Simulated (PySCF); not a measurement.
Excitation energy of Cl by level of theory

Cl [Ne] 3s2 3p5 (2P) → Cl [Ne] 3s1 3p6 (2S), as a difference of total energies. All numbers are calculated (PySCF 2.14, scalar relativity by spin-free X2C-1e, in x2c-TZVPPall with one added diffuse shell each of s, p, d type (6s6p4d1f, 51 functions)). Correlated levels: valence and next inner shell: 1s2 frozen. The calculations carry no spin-orbit coupling.

| method | excitation energy (eV) |
| --- | --- |
| UHF | 15.578 |
| MP2 (valence and next inner shell) | 13.014 |
| SCS-MP2 (valence and next inner shell) | 12.790 |
| CCSD (valence and next inner shell) | 11.760 |
| CCSD(T) (valence and next inner shell) | 10.689 |

Errors of the correlated levels include the incompleteness of this basis and the frozen core.

The coupled-cluster amplitudes are large for the upper state (T1 above 0.03 or a double amplitude above 0.15), so a single reference is strained.

Problem. Which method comes closest to the reference value, and which is furthest?

Solution. The reference is 10.586 eV (measured; NIST levels, between the centres of gravity of the two terms). Closest: CCSD(T) (valence and next inner shell) (error 0.103 eV); furthest: UHF (error 4.992 eV).
